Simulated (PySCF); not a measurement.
Computed shifts of a molecule C4H6ClF, B3LYP/pcSseg-1 (PySCF), GIAO, gas phase, atoms alike by connectivity averaged where their shifts nearly agree, in ppm (number of nuclei): ¹³C: 164.1 (1), 126.0 (1), 24.8 (1), 19.1 (1). ¹⁹F: -103.8 (1). ¹H: 2.32 (3), 2.26 (3). References: ¹³C against TMS (σ = 181.3 ppm); ¹⁹F against CFCl3 (σ = 161.7 ppm); ³⁵Cl against HCl (σ = 933.3 ppm); ¹H against TMS (σ = 31.68 ppm), references at their B3LYP-D3(BJ)/def2-TZVP geometries, non-relativistic (without spin–orbit terms, shifts of atoms bonded to Cl or Br come out too high). Geometry: B3LYP-D3(BJ)/def2-SVP. Other conformers were not sampled.

Problem. Identify the compound among the candidates.
A. C[C@@H](F)/C=C\Cl
B. F[C@H]1C[C@@H](Cl)C1
C. C/C(F)=C(\C)Cl
D. C[C@]1(F)C[C@H]1Cl

Solution. C, C/C(F)=C(\C)Cl
